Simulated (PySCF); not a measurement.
Give a GFN2-xTB geometry of `C=CN1[SiH2]CCC1=O`.

```
atom  x, y, z in Å
C1     2.714   -0.657   -0.527
C2     1.927    0.188    0.117
N3     0.539    0.156    0.086
Si4   -0.450   -1.053   -0.702
C5    -2.036   -0.359    0.072
C6    -1.648    1.045    0.531
C7    -0.152    1.150    0.746
O8     0.380    2.025    1.387
H9     2.325   -1.450   -1.141
H10    3.783   -0.570   -0.457
H11    2.322    0.990    0.727
H12   -0.351   -0.909   -2.155
H13   -0.084   -2.388   -0.232
H14   -2.888   -0.331   -0.602
H15   -2.336   -0.960    0.931
H16   -2.157    1.350    1.446
H17   -1.895    1.783   -0.237
```

Orientation and origin are arbitrary. Atoms count from 1 in this order. The 5-membered ring N3–Si4–C5–C6–C7 has internal angles of 92.1° to 115.5°; it is puckered, 0.11 Å rms from its mean plane, widest ring torsion 23°. The 3 C–C bonds span 1.322 Å (C1=C2, drawn double) to 1.527 Å (C5–C6, drawn single), a spread of 0.205 Å. Of the pairs four or more bonds apart, O8···H11 is among the closest relative to their van der Waals radii: 2.30 Å, 84 % of the sum of Bondi's values. N3 (amide nitrogen) is planar (angles 126.3°, 118.2° and 115.5°, sum 360.0°, 0.01 Å off the plane of its three neighbours).

Bonds between heavy atoms (Å): C1=C2 1.322, C2–N3 1.389, N3–Si4 1.749, Si4–C5 1.896, C5–C6 1.527, C6–C7 1.515, C7=O8 1.208, N3–C7 1.379.

The geometry is computed with GFN2-xTB (gas phase).

Point group: C1 (no symmetry element, even within 0.4 Å). No frequency check. One conformer, not necessarily the lowest (C1–C2–N3–Si4 5°, C2–N3–Si4–C5 171°, N3–Si4–C5–C6 18°, Si4–C5–C6–C7 -23°, C5–C6–C7–O8 -162°).
